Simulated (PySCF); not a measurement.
## One molecule, many functionals

Species: GeCl₄.
Structure used (PBE0-D3(BJ)/def2-SVP), in Å, numbered top down from 1:
```
atom  x, y, z in Å
Cl1   -0.9192   -1.6079   -1.0722
Ge2    0.0190   -0.0197   -0.0201
Cl3    2.1062   -0.3833    0.1315
Cl4   -0.3074    1.7973   -1.0688
Cl5   -0.8065    0.1088    1.9331
```

Linear-response calculations in the def2-SVPD basis (PySCF; singlets by full response, triplets Tamm–Dancoff, core orbitals frozen in the response; HF means time-dependent Hartree–Fock). 'Strongest' is the level of largest summed f among the singlets computed (10 roots, of which the last may lack a degenerate partner); it can jump between rows when another state enters that window. S1 is the lowest singlet of each run and needn't be the same state throughout; f(S1) is that of one state. Isolated species at its PBE0-D3(BJ)/def2-SVP geometry, gas phase. The LDA/def2-SVPD calculation is non-relativistic and has no spin–orbit coupling, an omission that weighs most on germanium.

```csv
functional,kind,S1 (eV),f(S1),strongest (eV),T1 (eV),HOMO (eV),gap (eV),"ionisation energy, ΔSCF (eV)"
LDA,LDA,4.79,0.000,5.50,4.53,-8.44,4.63,11.30
PBE,GGA,4.91,0.000,5.61,4.63,-8.33,4.78,11.15
B3LYP,"global hybrid, 20% exact exchange",5.48,0.000,6.17,5.13,-9.46,6.56,11.52
PBE0,"global hybrid, 25% exact exchange",5.77,0.000,6.46,5.38,-9.78,7.17,11.68
BHandHLYP,"global hybrid, 50% exact exchange",6.40,0.000,7.07,5.94,-11.05,9.46,12.14
CAM-B3LYP,range-separated hybrid,6.03,0.000,6.72,5.61,-11.13,9.54,12.06
wB97X-D,range-separated hybrid,6.09,0.000,6.77,5.68,-11.66,10.75,12.05
LC-wPBE,range-separated hybrid,6.61,0.000,7.26,6.09,-12.63,12.23,not settled
```

Problem. What does HF (Hartree–Fock) give?

Solution. S1 (eV) 7.74, f(S1) 0.000, strongest (eV) 8.35, T1 (eV) 7.09, HOMO (eV) -13.15, gap (eV) 14.16, ionisation energy, ΔSCF (eV) not settled. S1 runs from 4.79 eV (LDA) to 7.74 eV (HF), a spread of 2.96 eV, while the orbital gap spreads over 9.5 eV. Along PBE (0%), B3LYP (20%), PBE0 (25%), BHandHLYP (50%), HF (100%) S1 rises with the share of exact exchange. −ε(HOMO) comes closest to its own ΔSCF ionisation energy with wB97X-D (-0.38 eV) and misses most with LDA (-2.86 eV). 'Not settled' means that the ion's SCF failed to converge or may have ended in another state than the lowest.
